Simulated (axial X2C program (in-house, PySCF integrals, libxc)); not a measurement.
## ScS⁻ along the bond: HF, with spin–orbit coupling

Calculated with an in-house relativistic program for diatomic molecules. Two-component (2c) means X2C with spin–orbit coupling and atomic mean-field two-electron Coulomb and Gaunt terms. Basis: Sc dyall-acv3z [11s12p8d5f2g], S dyall-av3z [9s8p3d2f] (cores contracted in-house); Gaussian nuclei, density fitting, unrestricted open shells. Masses: Sc 44.956 u, S 31.972 u.

State: Ω = 0 (closed shell). Dipoles are positive if S is the positive end and refer to the centre of mass.

```
R (Å)   μ (D)  HOMO (eV)  LUMO (eV)
1.894   2.034      -1.15       1.93
1.981   1.375      -1.30       1.93
2.046   0.860      -1.42       1.93
2.112   0.331      -1.53       1.93
2.177  -0.211      -1.65       1.93
2.253  -0.856      -1.79       1.93
2.329  -1.510      -1.92       1.92
2.427  -2.362      -2.09       1.92
2.547  -3.410      -2.28       1.91
2.721  -4.929      -2.53       1.89
```

Question: The minimum lies at 2.225 Å. What is the dipole moment there?

Answer: At HF, 2c, with the sign and origin stated: μ = -0.62 D.

Occupations by symmetry block were frozen at the best pattern of an incomplete PBE0 search. Closed shells are restricted here (equal orbitals for both partners); the stretched side of such a curve lies too high. The LUMO of an anion is an unbound level whose energy the basis sets.
